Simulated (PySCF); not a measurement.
SMILES c1coc(-c2cccs2)c1 (C8H6OS), GFN2-xTB optimised geometry.

```
16

C      2.29    -2.09     0.00
C      1.10    -2.76     0.00
O      0.07    -1.90     0.00
C      0.59    -0.65     0.00
C     -0.30     0.47     0.00
C     -1.67     0.47     0.00
C     -2.21     1.77     0.00
C     -1.26     2.74     0.00
S      0.33     2.09     0.00
C      1.96    -0.72     0.00
H      3.27    -2.52     0.00
H      0.87    -3.81     0.00
H     -2.25    -0.43     0.00
H     -3.27     1.97     0.00
H     -1.40     3.81     0.00
H      2.64     0.11     0.00
```

Density from PySCF with PBE0/def2-TZVP at that geometry.

Minimum of the electron density along straight lines between bonded atoms, close to the bond critical point (lines longer than 1.1 times the sum of covalent radii, or with two minima, are not listed):

```
bond     length / Å  ρ at the minimum / e bohr⁻³  ∇²ρ there / e bohr⁻⁵  position (fraction from the first atom)
-------  ----------  ---------------------------  --------------------  ---------------------------------------
C1–C2         1.362                        0.336                 -1.00                                     0.48
C2–O3         1.343                        0.295                   ___                                     0.33
O3–C4         1.354                        0.292                   ___                                     0.67
C4–C5         1.433                        0.295                 -0.86                                     0.51
C5–C6         1.370                        0.327                 -0.95                                     0.52
C6–C7         1.408                        0.306                 -0.88                                     0.50
C7–C8         1.358                        0.334                 -0.99                                     0.49
C5–S9         1.737                        0.210                 -0.42                                     0.48
C8–S9         1.720                        0.217                   ___                                     0.48
C1–C10        1.411                        0.301                 -0.83                                     0.50
C4–C10        1.374                        0.329                 -0.96                                     0.52
C1–H11        1.071                        0.291                 -1.06                                     0.65
C2–H12        1.072                        0.296                 -1.10                                     0.66
C6–H13        1.075                        0.289                 -1.05                                     0.65
C7–H14        1.075                        0.289                 -1.04                                     0.65
C8–H15        1.072                        0.291                 -1.06                                     0.65
C10–H16       1.071                        0.290                 -1.06                                     0.65
```

**Question.** Some entries are withheld; supply them.

**Answer.** 
- C2–O3, ∇²ρ there / e bohr⁻⁵: -0.18
- O3–C4, ∇²ρ there / e bohr⁻⁵: -0.32
- C8–S9, ∇²ρ there / e bohr⁻⁵: -0.45
